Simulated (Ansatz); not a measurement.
Consider the formal exchange of groups at the Si–B bond: `[AlH2][SiH2]BC[SiH3]` + CH₃NH₂ → `NC[SiH2][AlH2]` + `BC[SiH3]`.

Program: Ansatz. Geometries: PBE0-D4/def2-TZVP. ΔE: electronic, gas phase. CBS: MP2 limit from def2 TZ/QZ plus the TZ coupled-cluster correction, frozen cores. DFT in def2-TZVPP. B3LYP here is the variant with VWN-RPA as its local correlation; programs differ in this. One conformer a species, not always the lowest.

`[AlH2][SiH2]BC[SiH3]`:

Cartesian coordinates in Å:
```
Al 2.057 1.848 1.842
Si 1.567 -0.226 0.614
B 0.175 0.351 -0.694
C -1.330 0.208 -0.424
Si -1.813 -1.462 -1.189
H 3.301 2.763 1.469
H 1.080 2.319 3.006
H 2.816 -0.743 -0.016
H 1.064 -1.236 1.595
H 0.534 0.846 -1.727
H -1.966 0.941 -0.931
H -1.623 0.113 0.626
H -1.158 -2.576 -0.458
H -3.288 -1.619 -1.093
H -1.417 -1.526 -2.619
```

CH₃NH₂:

Cartesian coordinates in Å:
```
C -0.545 -0.010 0.159
N 0.848 -0.293 -0.141
H -0.885 1.005 -0.094
H -0.725 -0.165 1.225
H -1.182 -0.718 -0.377
H 1.456 0.346 0.355
H 1.033 -0.165 -1.127
```

`NC[SiH2][AlH2]`:

```xyz
12

N    -0.139    1.066    2.027
C    -0.601    0.256    0.908
Si    0.789   -0.061   -0.337
Al    0.077   -1.369   -2.292
H    -0.896    1.274    2.668
H     0.232    1.951    1.705
H    -0.923   -0.720    1.287
H    -1.467    0.670    0.365
H     1.934   -0.729    0.351
H     1.305    1.269   -0.795
H     1.116   -1.738   -3.438
H    -1.427   -1.869   -2.450
```

`BC[SiH3]`:

```xyz
10

B    -0.870   -0.648    1.077
C     0.269   -0.783    0.061
Si    0.440    0.909   -0.778
H    -0.653   -0.259    2.190
H    -2.004   -0.858    0.754
H     0.075   -1.477   -0.762
H     1.256   -0.969    0.495
H     0.805    1.955    0.211
H     1.512    0.826   -1.804
H    -0.828    1.304   -1.444
```

```json
{"level": "PBE-D4", "ΔE (kcal/mol)": "7.0"}
{"level": "PBE", "ΔE (kcal/mol)": "6.5"}
{"level": "B3LYP", "ΔE (kcal/mol)": "3.7"}
{"level": "SCS-MP2/def2-TZVPP", "ΔE (kcal/mol)": "2.7"}
{"level": "CCSD/def2-TZVPP", "ΔE (kcal/mol)": "3.7"}
{"level": "CCSD(T)/def2-TZVPP", "ΔE (kcal/mol)": "4.3"}
{"level": "HF/def2-QZVPP", "ΔE (kcal/mol)": "0.6"}
{"level": "SCS-MP2/def2-QZVPP", "ΔE (kcal/mol)": "2.5"}
```

Question: What does CCSD(T)/CBS give? (Estimate.)

Answer: Ansatz gave: +4.2 kcal/mol. The listed levels differ from it by 2.8, 2.3, -0.5, -1.5, -0.5, 0.1, -3.6, -1.7 kcal/mol.

Largest T1 diagnostic among the species: 0.014.

From PBE to PBE0 (25 % exact exchange), in def2-TZVPP and without D4, ΔE moves by −1.0 kcal/mol. In def2-TZVPP, CCSD(T) changes the Hartree–Fock value by +3.6 kcal/mol (the triples alone add +0.6 kcal/mol) and MP2 by +2.7 kcal/mol.
